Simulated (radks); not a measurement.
Values are calculated unless marked as measured or tabulated.
Br25+, configuration 1s1.75 2s2 2p6 3p0.25 (fractional occupations, a model configuration). Code: a radial shooting solver on a logarithmic mesh with Libxc functionals. Model: scalar-relativistic Kohn-Sham, MS2 meta-GGA, spin-unpolarised, spherical densities, finite nucleus; meta-GGA in the generalised Kohn-Sham scheme; Fermi nuclear charge, rms radius 4.1629 fm.

Radial electron density D(r) = 4 pi r^2 rho(r):

r (bohr),D(r) (e/bohr)
0.001999,1.382
0.002236,1.688
0.002481,2.029
0.002775,2.469
0.003104,2.996
0.003472,3.626
0.003852,4.317
0.004309,5.192
0.004819,6.220
0.005348,7.330
0.005981,8.707
0.00669,10.29
0.007423,11.95
0.008303,13.96
0.009287,16.18
0.01039,18.61
0.01153,21.02
0.01289,23.74
0.01442,26.52
0.016,29.07
0.0179,31.69
0.02002,34.04
0.02221,35.86
0.02484,37.32
0.02779,38.15
0.03108,38.29
0.03449,37.81
0.03858,36.74
0.04315,35.29
0.04788,33.87
0.05355,32.61
0.0599,32.00
0.06646,32.29
0.07434,33.72
0.08315,36.23
0.093,39.51
0.1032,42.73
0.1154,45.63
0.1291,47.14
0.1433,46.69
0.1602,43.92
0.1792,38.88
0.1989,32.69
0.2224,25.25
0.2488,18.03
0.2783,11.86
0.3088,7.490
0.3454,4.306
0.3863,2.417
0.4286,1.453
0.4794,0.8930
0.5363,0.5691
0.595,0.3641
0.6656,0.2052
0.7444,0.1005
0.8327,0.04152
0.9239,0.01535
1.033,0.004272
1.156,0.0009357
1.283,0.0001802

D(r) has 2 maxima, at r = 0.0301, 0.133 bohr, and minima at 0.0609 bohr, inside which lie 1.79 electrons.
